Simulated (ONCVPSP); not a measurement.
## Cl, ONCV: configuration errors across variants

```json
{"Element": "Cl", "Generator": "ONCVPSP 4.0.1", "Type": "optimised norm-conserving Vanderbilt (ONCV)", "Functional": "Wu-Cohen", "Relativity": "scalar-relativistic", "Frozen core": "[Ne]", "Valence charge": "7", "Reference configuration": "3s2 3p5", "Partial waves": "3s: rc 1.05 bohr, ncon 3, nbas 8, qcut 6.7 1/bohr, 2 projectors, debl 1.7 Ha; 3p: rc 1.15 bohr, ncon 4, nbas 8, qcut 8.2 1/bohr, 3 projectors, debl 3.6 Ha; d scattering state at 0.03 Ha: rc 1.20 bohr, ncon 4, nbas 9, qcut 7.9 1/bohr, 1 projector", "Local potential": "polynomial inside 0.95 bohr (lpopt 3, dvloc0 0 Ha)", "Core correction": "Teter function, fcfact 5, rcfact 1.25"}
```

All-electron excitation energies from the reference (eV): (1) 3s2 3p4 13.852; (2) 3s2 3p3 39.283; (3) 3s2 3p2 77.588; (4) 3s2 3p1 129.855.

1 further variants failed, have other tests or too few solved ones, and are left out.

A true bound ghost makes a file unfit for plane-wave use even where its test errors are small: the radial tests pick states by their node count and pass the ghost by.

Errors AE − PS in meV (a dash: test not solved or not reliable):

```tsv
change	(1)	(2)	(3)	(4)	bound ghosts	GHOST(+) flags above zero
base	+0.3	+8.7	+41	+121	s, p	p
all radii but the core radius scaled by about 0.85 (s 0.90, p 0.98, d 1.02 bohr); local potential polynomial inside 0.82 bohr (lpopt 3, dvloc0 0 Ha)	+0.3	+5.7	+28	+89	s, p	none
all radii but the core radius scaled by about 0.88 (s 0.92, p 1.02, d 1.06 bohr); local potential polynomial inside 0.84 bohr (lpopt 3, dvloc0 0 Ha)	+0.2	+6.0	+30	+97	s, p	p
all radii but the core radius scaled by about 0.96 (s 1.02, p 1.10, d 1.16 bohr); local potential polynomial inside 0.92 bohr (lpopt 3, dvloc0 0 Ha)	+0.4	+8.3	+39	+115	s, p	p
all radii but the core radius scaled by about 1.08 (s 1.14, p 1.24, d 1.30 bohr); local potential polynomial inside 1.04 bohr (lpopt 3, dvloc0 0 Ha)	+0.4	+10	+48	+143	p	s
all radii but the core radius scaled by about 1.12 (s 1.18, p 1.30, d 1.34 bohr); local potential polynomial inside 1.06 bohr (lpopt 3, dvloc0 0 Ha)	+0.2	+9.9	+48	+147	p	none
all radii but the core radius scaled by about 1.20 (s 1.26, p 1.38, d 1.44 bohr); local potential polynomial inside 1.14 bohr (lpopt 3, dvloc0 0 Ha)	+0.5	+11	+52	+153	none	s
all radii but the core radius scaled by about 1.25 (s 1.32, p 1.44, d 1.50 bohr); local potential polynomial inside 1.18 bohr (lpopt 3, dvloc0 0 Ha)	+0.5	+11	+52	+156	none	none
all radii but the core radius scaled by about 1.33 (s 1.40, p 1.52, d 1.60 bohr); local potential polynomial inside 1.26 bohr (lpopt 3, dvloc0 0 Ha)	+0.5	+12	+53	+158	none	s
```

Question: Give the same row for: all radii but the core radius scaled by about 1.04 (s 1.08, p 1.20, d 1.24 bohr); local potential polynomial inside 0.98 bohr (lpopt 3, dvloc0 0 Ha).

Answer: +0.3, +8.9, +42, +126; bound ghosts: s, p; GHOST(+) flags above zero: p.
